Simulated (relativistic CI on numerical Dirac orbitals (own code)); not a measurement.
Radial parameters of Ag13+

These numbers are calculated, not measured: Dirac-Coulomb-Breit CI, separate exchange-only KLI orbitals for each configuration, model QED (radiative potential, 1s self-energy scaled to tabulated hydrogen-like ionisation energies), unscaled Slater integrals (own radial code, finite nucleus).

Slater integrals F^k, G^k are unscaled and averaged over j, outside the closed core [Ar] 3d10; ζ comes from projecting the Hamiltonian with its Breit term on Σ l·s of the shell.

- 4s²4p⁴: F^2(4p,4p) = 119770, ζ(4p) = 36366 cm⁻¹; <r>(4p) = 0.8712, <r^2>(4p) = 0.8559 (bohr units).
- 4s4p⁵: G^1(4s,4p) = 158050, ζ(4p) = 36288 cm⁻¹; <r>(4s) = 0.8314, <r^2>(4s) = 0.7756, <r>(4p) = 0.8714, <r^2>(4p) = 0.8564 (bohr units).
- 4s²4p³4d: F^2(4p,4p) = 119840, ζ(4p) = 36581, F^2(4p,4d) = 113030, G^1(4p,4d) = 143290, G^3(4p,4d) = 90500, ζ(4d) = 3720.5 cm⁻¹; <r>(4p) = 0.8705, <r^2>(4p) = 0.8547, <r>(4d) = 0.9388, <r^2>(4d) = 1.005 (bohr units).

Averages of the first 10 configurations, taken without configuration mixing, which lowers the lowest level and can move excited configurations by several eV; other configurations of the list can lie among them:

| Configuration | Parity | States | Average energy above the lowest level (eV) |
| --- | --- | --- | --- |
| 4s²4p⁴ | even | 15 | 7.4 |
| 4s4p⁵ | odd | 12 | 54.0 |
| 4p⁶ | even | 1 | 105.9 |
| 4s²4p³4d | odd | 200 | 72.5 |
| 4s4p⁴4d | even | 300 | 116.8 |
| 4s²4p³4f | even | 280 | 140.4 |
| 4s4p⁴4f | odd | 420 | 184.9 |
| 4p⁵4d | odd | 60 | 166.5 |
| 4s4p³4d² | odd | 1800 | 181.2 |
| 4s²4p³5s | odd | 40 | 142.3 |
